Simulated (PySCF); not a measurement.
Atoms are numbered as in `[CH3:1][C@@:2]1([C:3](=[O:4])[F:5])[CH2:6][C@H:7]1[C:8]([F:9])([F:10])[F:11]` (H(Xn): hydrogen on atom n). Ha(C6) is cis to C8 on the ring; Hb(C6) is trans to C8 on the ring.

Theoretical values (PySCF 2.14.0 with density-fitted response routines): shieldings: GIAO PBE0/pcSseg-1, geometry: GFN2-xTB. One averaged value for each set of equivalent atoms, no solvent, one conformer, relativity neglected.

Q: List the cross peaks expected in HSQC, COSY and HMBC spectra.

A: 

HSQC (one-bond C–H):
| δH | δC |
| --- | --- |
| 2.31 (H(C7)) | 33.8 (C7) |
| 1.67 (H(C1)) | 15.2 (C1) |
| 1.57 (Hb(C6)) | 25.8 (C6) |
| 1.44 (Ha(C6)) | 25.8 (C6) |

COSY cross peaks (H two or three bonds apart, from the bond graph; peaks can be absent where the dihedral angle is near 90°):
| δH | δH |
| --- | --- |
| 2.31 (H(C7)) | 1.57 (Hb(C6)) |
| 2.31 (H(C7)) | 1.44 (Ha(C6)) |
| 1.57 (Hb(C6)) | 1.44 (Ha(C6)) |

HMBC (two and three bonds, from the bond graph):
| δH | δC |
| --- | --- |
| 2.31 (H(C7)) | 175.3 (C3), 134.2 (C8), 25.8 (C6), 24.2 (C2), 15.2 (C1) |
| 1.67 (H(C1)) | 175.3 (C3), 33.8 (C7), 25.8 (C6), 24.2 (C2) |
| 1.57 (Hb(C6)) | 175.3 (C3), 134.2 (C8), 33.8 (C7), 24.2 (C2), 15.2 (C1) |
| 1.44 (Ha(C6)) | 175.3 (C3), 134.2 (C8), 33.8 (C7), 24.2 (C2), 15.2 (C1) |

Scale: $^{1}$H (σ = 31.72 ppm) and $^{13}$C (σ = 186.93 ppm) vs TMS (reference shieldings calculated alike).

Short H···H contacts in this conformer between protons four or more bonds apart (candidates for NOE cross peaks, intensity ∝ r⁻⁶): H(C1)···Ha(C6) 2.52 Å.

Shifts are as computed. Against solution values, carbons near 30 ppm lie about +3 ppm off and those near 130 ppm about +5 ppm. Of 1211 compounds with measured shifts, 218 miss one by over three times the rms of a fit or turn the order of signals round; such compounds aren't used in these exercises.
